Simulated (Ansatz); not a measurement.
`F[CH2][InH][I]` → `[CH2]` (triplet) + `[F][InH][I]` at 298.15 K and 1 bar (formal loss of a carbene).

Computed with Ansatz on PBE0-D4/def2-TZVP structures; ΔE is electronic, products minus reactants. CCSD(T)/CBS is the MP2 limit (def2-TZVPP, def2-QZVPP) plus CCSD(T) − MP2 in def2-TZVPP, frozen cores. This one scheme is used for every species. Triplets are unrestricted, without spin–orbit coupling. Elements past krypton have def2 core potentials. For I, In outer-core shells are correlated without core-valence functions, which leaves a few kJ/mol of doubt a bond. Each species was taken in one conformer, which may not be the lowest.

```tsv
species	CCSD(T)/CBS energy (Eh)	H − E (kJ/mol)	S (J/(mol·K))
`F[CH2][InH][I]`	-626.92448	113.0	371.6
`[CH2]` (triplet)	-39.09499	55.4	195.3
`[F][InH][I]`	-587.72167	36.9	327.6
```

H − E and S are ideal-gas, rigid-rotor, harmonic terms from PBE0-D4/def2-TZVP, for one conformer and one mirror image of each species, with the whole ground term of open shells counted as degenerate. 1 Eh = 2625.50 kJ/mol, R = 8.31446 J/(mol·K).

Task: By hand: ΔE, ΔH, ΔS and ΔG.

Result: ΔE = (-39.09499) + (-587.72167) − (-626.92448) = 0.10782 Eh = 283.1 kJ/mol. Δ(H − E) = 55.4 + 36.9 − 113.0 = -20.7, so ΔH = 262.4 kJ/mol. ΔS = 195.3 + 327.6 − 371.6 = 151.3 J/(mol·K). ΔG = 262.4 − 298.15 × (151.3)/1000 = 217.3 kJ/mol.

Task: By hand: the equilibrium constant, and the temperature at which ΔG would vanish if ΔH and ΔS stayed fixed.

Result: log₁₀ K = −ΔG/(RT ln 10) = -38.1. ΔG = 0 at ΔH/ΔS = 1734 K.

The number of gas molecules changes by +1, which sets the sign of ΔS. A doubt of 5 kJ/mol in ΔE shifts log₁₀ K by 0.9 here. Other conformers and mirror images would add mixing entropy, several J/(mol·K) or more a flexible species. Modes under 60 cm⁻¹, often nearly free rotors, make the harmonic entropy too high. A triplet takes part, so the spin changes. These are equilibria of isolated gas molecules and say nothing of rates. Largest T1 diagnostic: 0.014 (customary marks: 0.02 for closed shells, 0.045 for open ones).
